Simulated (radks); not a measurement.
Results of a calculation; reference values are marked as such.
Task: The table gives one normalised radial function P(r) = r R(r) (large component) of Ir+ in [Xe] 4f14 5d7 6s1 (r in bohr). Code: a radial shooting solver on a logarithmic mesh with Libxc functionals. Model: Dirac Kohn-Sham, BLYP, spin-unpolarised, spherical densities, point nucleus; open shells fill j = l - 1/2 first.

| r | P |
|---|---|
| 0.001032 | 0.0000 |
| 0.001387 | 0.0000 |
| 0.00188 | 0.0001 |
| 0.002548 | 0.0001 |
| 0.003453 | 0.0003 |
| 0.004642 | 0.0006 |
| 0.006291 | 0.0012 |
| 0.008527 | 0.0026 |
| 0.01156 | 0.0054 |
| 0.01554 | 0.0111 |
| 0.02106 | 0.0225 |
| 0.02854 | 0.0442 |
| 0.03867 | 0.0817 |
| 0.052 | 0.1372 |
| 0.07047 | 0.2076 |
| 0.09551 | 0.2624 |
| 0.1294 | 0.2435 |
| 0.174 | 0.0987 |
| 0.2358 | -0.1613 |
| 0.3196 | -0.3772 |
| 0.4332 | -0.3346 |
| 0.5824 | 0.0081 |
| 0.7893 | 0.4812 |
| 1.07 | 0.8016 |
| 1.45 | 0.8298 |
| 1.949 | 0.6440 |
| 2.642 | 0.3856 |
| 3.58 | 0.1747 |
| 4.852 | 0.0555 |
| 6.524 | 0.0113 |
| 8.841 | 0.0012 |

Which n and l does it have? It may be an empty orbital.

Result: n = 5, l = 2: the number of nodes gives n - l - 1 = 2, the rise at small r points to l (for j = l - 1/2 the large component starts as r^gamma with gamma = sqrt(l^2 - (Z/c)^2) = 1.92 and the r^(l+1) term takes over further out; the orbital of l - 1 with the same j starts with the same power, but with a larger coefficient, and does not steepen), and the extent must fit the shell. The curve is that of 5d3/2; the two j differ most near the nucleus, where j = l - 1/2 has the larger amplitude, and in heavy atoms j = l - 1/2 is also the more compact. 5d3/2: eigenvalue -15.807 eV, 2 radial nodes at r = 0.197, 0.579 bohr, <r> = 1.64 bohr, 90 % of the charge inside 2.56 bohr.
